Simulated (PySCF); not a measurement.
Input file for PySCF: R-HF/STO-3G on F2GeH3N (SMILES [NH2][GeH]([F])[F]), a point of a torsion scan.

```python
from pyscf import gto, scf, dft, mp
from pyscf.data.elements import chemcore

mol = gto.M(
    atom='''
    N     1.12772400   -0.08132619   -0.18804270
    Ge   -0.63711756    0.04446229    0.00491437
    F    -1.13196654   -0.19226219    1.65481181
    F    -1.27390146   -1.38580029   -0.69866392
    H     1.70883466    0.73656929   -0.09630502
    H     1.58098252   -0.88805184    0.21901694
    H    -1.35855382    1.21997151   -0.53489576
    ''',
    basis='sto-3g',
    charge=0, spin=0, verbose=3, max_memory=1800)
mf = scf.RHF(mol)
mf.conv_tol = 1e-8
mf.max_cycle = 100
mf.kernel()
if not mf.converged:
    mf = mf.newton().run(mf.mo_coeff, mf.mo_occ)
```

Output:

```
converged SCF energy = -2303.35350630019
```

Self-consistency was reached.

Cost: very roughly 0.3 core-seconds.
